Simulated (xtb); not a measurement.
C₃H₁₁OSi (SMILES C[Si](C)(C)[OH2+]), charge +1, singlet, geometry from GFN2-xTB.

xtb was given this input:
```
$ xtb mol.xyz --gfn 1 --chrg 1 --grad --json

# file mol.xyz
16

C     -0.01865803     1.61044103    -1.10384659
Si     0.21052847    -0.04162594    -0.21302475
C     -0.56096068    -1.58591218    -0.97578354
C      1.66919300    -0.22646886     0.97035725
O     -1.23431534     0.18825717     1.28367608
H      0.67091116     1.68671800    -1.94083953
H      0.17835143     2.46341861    -0.45701539
H     -1.02081974     1.72804945    -1.51204642
H     -0.72974650    -2.36282821    -0.23278702
H      0.09569421    -2.00776543    -1.73284975
H     -1.51173285    -1.37920200    -1.46374506
H      1.49409246    -1.00509868     1.71010616
H      2.56988224    -0.50182001     0.42699171
H      1.89313498     0.69581211     1.50334623
H     -1.07915673     0.80072911     2.01205705
H     -2.17093207     0.17033314     1.05535701
```

Problem. What does this run give for the total energy, HOMO-LUMO gap, partial charges in atom order?

Solution. 
The total energy comes out as -18.409927 Ha and the HOMO-LUMO gap is 5.83 eV. The partial charges in atom order comes out as C1 -0.18, Si2 0.47, C3 -0.17, C4 -0.17, O5 -0.52, H6 0.09, H7 0.08, H8 0.08, H9 0.08, H10 0.09, H11 0.08, H12 0.08, H13 0.09, H14 0.08, H15 0.42, H16 0.42.
